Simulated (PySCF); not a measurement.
F (fluorine, neutral) across methods

[He] 2s1 2p6, 2S determinant (an excited configuration). All numbers are calculated (PySCF 2.14, the non-relativistic Hamiltonian (point nucleus), in aug-cc-pwCVDZ (5s4p2d, 27 functions)).

```tsv
method	E (hartree)	mean ε 2s α (eV)	mean ε 2p α (eV)	mean ε 2p β (eV)	Σ⟨r²⟩ (bohr²)	⟨S²⟩
revPBE	-99.0035	-31.518	-12.393	-10.633	11.12	0.754
LDA	-98.4054	-31.143	-12.559	-10.893	11.14	0.753
MN15	-98.9655	-34.381	-15.486	-13.789	10.87	0.752
PBE0	-98.9031	-35.551	-15.040	-12.403	11.00	0.756
M06-L	-98.9621	-34.283	-13.365	-10.516	10.94	0.757
UHF	-98.50085	-47.273	-22.390	-16.336	10.95	0.774
r2SCAN	-98.9365	-33.489	-13.245	-10.956	10.96	0.757
PBEsol	-98.6511	-31.286	-12.385	-10.654	11.13	0.754
```

Problem. Estimate the same row for PBE.

Solution. E (hartree) = -98.9429; mean ε 2s α (eV) = -31.465; mean ε 2p α (eV) = -12.435; mean ε 2p β (eV) = -10.686; Σ⟨r²⟩ (bohr²) = 11.12; ⟨S²⟩ = 0.754.
